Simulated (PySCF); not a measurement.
# How methods differ on the ionisation energy of Ta(2+)

Ta(2+) [Xe] 4f14 5d3 (4F) → Ta(3+) [Xe] 4f14 5d2 (3F), as a difference of total energies. Computed with PySCF 2.14 in aug-cc-pVTZ-PP with one added diffuse shell each of s, p, d, f, g type with ECP60MDF (7s7p6d4f3g, 113 functions), with a scalar-relativistic core potential. Correlated levels: valence: 5s2 5p6 frozen. The calculations carry no spin-orbit coupling.

```csv
method,ionisation energy (eV)
UHF,23.129
LDA,24.488
PBE,24.374
PBE0,24.266
r2SCAN,24.267
B2PLYP,23.860
MP2 (valence),23.416
SCS-MP2 (valence),23.225
```

Problem. Estimate what TPSS gives.

Solution. 24.073 eV, closest to PBE0 among the rows shown.

Problem. Estimate what M06-2X gives.

Solution. 24.079 eV, closest to PBE0 among the rows shown.

The reference lies between the lowest fine-structure levels, while these numbers refer to the centres of the terms.

Errors of the correlated levels include the incompleteness of this basis and the frozen core.

For comparison: 23.1 ± 1.6 eV (theoretical estimate listed by NIST; NIST Atomic Spectra Database, ionization energies).
